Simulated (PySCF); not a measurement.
Compound: C4H5NOS.
Atom-mapped SMILES: `[CH3:1][S:2][c:3]1[cH:4][cH:5][n:6][o:7]1` (hydrogens: H8, H9, H10 on C1; H11 on C4; H12 on C5)

Geometry (PBE0-D3(BJ)/def2-SVP, Å), atoms numbered from 1 in this order:
```
atom  x, y, z in Å
C1    -2.402    0.029    0.349
S2    -1.220    0.588    1.595
C3     0.278    0.271    0.773
C4     1.579    0.462    1.159
C5     2.305   -0.003    0.034
N6     1.525   -0.428   -0.925
O7     0.245   -0.254   -0.455
H8    -2.302    0.609   -0.578
H9    -3.394    0.202    0.787
H10   -2.274   -1.040    0.135
H11    1.950    0.869    2.095
H12    3.385   -0.042   -0.109
```

Level: PBE0/pcSseg-1 and wB97X-D/def2-SVPD in PySCF, non-relativistic, on one gas-phase PBE0-D3(BJ)/def2-SVP geometry that isn't relaxed in the solvent. The solvent is an IEF-PCM continuum (cavity from Bondi-type radii × 1.2). The model holds no explicit solvent molecules, cavitation or dispersion.

Gas phase at PBE0/pcSseg-1: HOMO -6.58 eV, LUMO -0.34 eV, dipole 1.83 D.

Task: What does the continuum do to the energy, the frontier levels and the dipole at PBE0/pcSseg-1 in chloroform and acetonitrile?

Result: 
```csv
solvent,ε,E(solvent) − E(gas) (kcal/mol),polarisation term (kcal/mol),distortion of the solute (kcal/mol),HOMO (eV),LUMO (eV),dipole (D)
chloroform,4.711,-4.39,-4.91,0.52,-6.59,-0.40,2.26
acetonitrile,35.69,-6.07,-7.07,1.00,-6.60,-0.44,2.45
```

The polarisation term is half the interaction of the solute with the surface charges that it induces; the rest is the cost of distorting the solute's density. The sum is the electrostatic part of solvation alone. From chloroform to acetonitrile the lowering changes by a factor 1.38, Onsager's factor (ε − 1)/(2ε + 1) by 1.35 and ε itself by 7.6.

Task: Which radius a makes the point-dipole formula ΔE = −[(ε − 1)/(2ε + 1)]·μ²/a³ give the value in acetonitrile, with the gas-phase dipole?

Result: μ = 0.719 au and |ΔE| = 0.00967 Eh give a = 1.56 Å; the farthest nucleus lies 3.45 Å from the centroid of the nuclei, so such a sphere wouldn't even hold the nuclei. The formula assumes a rigid point dipole at the centre of a sphere.

Task: Give the dipole vector in the frame of the coordinates (D, pointing from negative to positive charge), gas and acetonitrile.

Result: Gas (-0.86, 0.61, 1.49), solvent (-1.06, 0.84, 2.04). Its length changes by +34 % and its direction by 3°.

Task: Which Hirshfeld charges (PBE0/pcSseg-1) respond most in acetonitrile (means over atoms taken as equivalent)?

Result: 
```
    atoms             environment  gas (e)  solvent (e)  change
       N6  pyridine-type nitrogen   -0.126       -0.167  -0.041
      H11       aromatic hydrogen   +0.062       +0.075  +0.013
      H12       aromatic hydrogen   +0.073       +0.085  +0.012
       O7             ring oxygen   -0.028       -0.040  -0.012
H8/H9/H10         methyl hydrogen   +0.053       +0.059  +0.006
       C4      aromatic CH carbon   -0.112       -0.106  +0.006
```

Task: Which Mayer bond orders change most in acetonitrile?

Result: 
| bond | length (Å) | gas | solvent | change |
| --- | --- | --- | --- | --- |
| C4–C5 | 1.418 | 1.271 | 1.287 | +0.016 |
| C1–S2 | 1.806 | 0.994 | 0.982 | -0.012 |
| C3–C4 | 1.371 | 1.463 | 1.451 | -0.012 |
| N6–O7 | 1.374 | 0.977 | 0.969 | -0.008 |
| C5–N6 | 1.307 | 1.630 | 1.623 | -0.007 |
| C1–H9 | 1.098 | 0.950 | 0.944 | -0.006 |
| C5–H12 | 1.090 | 0.967 | 0.961 | -0.006 |
| O7–C3 | 1.336 | 1.059 | 1.054 | -0.005 |

Task: How do the nuclear quadrupole coupling constants eQVzz/h respond in acetonitrile?

Result: 
| nucleus | Q (barn) | gas (MHz) | solvent (MHz) | η gas | η solvent |
| --- | --- | --- | --- | --- | --- |
| 33S at S2 | -0.06781 | 45.05 | 43.78 | 0.76 | 0.80 |
| 14N at N6 | 0.02044 | 6.13 | 6.18 | 0.82 | 0.72 |
| 17O at O7 | -0.0256 | -11.04 | -11.11 | 0.22 | 0.23 |

Gas phase at wB97X-D/def2-SVPD: HOMO -8.34 eV, LUMO 1.30 eV, dipole 1.82 D.

Task: What does the continuum do to the energy, the frontier levels and the dipole at wB97X-D/def2-SVPD in acetonitrile?

Result: 
```tsv
solvent	ε	E(solvent) − E(gas) (kcal/mol)	polarisation term (kcal/mol)	distortion of the solute (kcal/mol)	HOMO (eV)	LUMO (eV)	dipole (D)
acetonitrile	35.69	-6.12	-7.30	1.18	-8.37	1.21	2.51
```

Task: How does the static polarisability (wB97X-D/def2-SVPD, frozen core, with the continuum's full static response) change?

Result: 
```tsv
medium	isotropic (au)	principal values (au)	⟨r²⟩ of the electrons (bohr²)
gas	77.1	51.6, 74.2, 105.3	886.5
acetonitrile	106.2	72.4, 104.7, 141.5	885.4
```

The isotropic value in acetonitrile is 1.38 times the gas-phase one; no cavity-field correction is applied. ⟨r²⟩ is taken about the centre of nuclear charge.

Note: wB97X-D ran without an empirical dispersion term, which enters the total energy and its gradient alone.
